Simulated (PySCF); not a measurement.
An unknown shows these calculated signals:

1H NMR (600 MHz, computed): δ 9.98 (d, 1H), 3.21 (m, 1H), 2.13 (m, 1H), 1.97 (m, 1H), 1.82 (m, 1H), 1.80 (m, 1H), 0.77 (br s, 2H), 0.74 (br s, 2H).

13C{1H} NMR (computed): δ 206.5 (CH), 66.6 (CH), 30.3 (CH2), 13.9 (CH2).

Computational details: σ from GIAO-PBE0/pcSseg-1, geometry: GFN2-xTB, in PySCF 2.14.0 with density-fitted response routines (non-relativistic Hamiltonian, averaged over atoms made equivalent by symmetry, fast rotation or ring inversion, a single conformation, gas phase).

δ = σ(ref) − σ, references computed at the same level: TMS for 1H, 13C.

Which of these does the molecule contain: an NH or NH2 group, a heteroaromatic ring, a (CH3)2CH unit, an aldehyde, a CH3CH2 unit?

Results:


- An NH or NH2 group: yes (δH 0.77 (br s)).
- A heteroaromatic ring: no.
- A (CH3)2CH unit: no.
- An aldehyde: yes (δC 206.5; δH 9.98 (d)).
- A CH3CH2 unit: no.

The data belong to `InChI=1S/C4H10N2OSi/c5-8(6)2-1-4(8)3-7/h3-4H,1-2,5-6H2/t4-/m1/s1`; they needn't prove each group on their own.

Carbon signals by region: 1 in the far downfield region (above 160 ppm), 1 at 50–100 ppm, 2 below 50 ppm. Above 160 ppm: 206.5, aldehyde carbonyl carbon.

The OH or NH signal is concentration- and solvent-dependent in practice; the value given is the gas-phase one. Shifts are as computed. Against solution values, carbons near 30 ppm lie about +3 ppm off and those near 130 ppm about +5 ppm. Of 1211 compounds with measured shifts, 218 miss one by over three times the rms of a fit or turn the order of signals round; such compounds aren't used in these exercises. No couplings were computed; multiplicities are counted from neighbouring protons, with m where these are inequivalent, close in shift, in a saturated or five-membered ring or joined by F or P, and br s for small geminal =CH2 splittings.
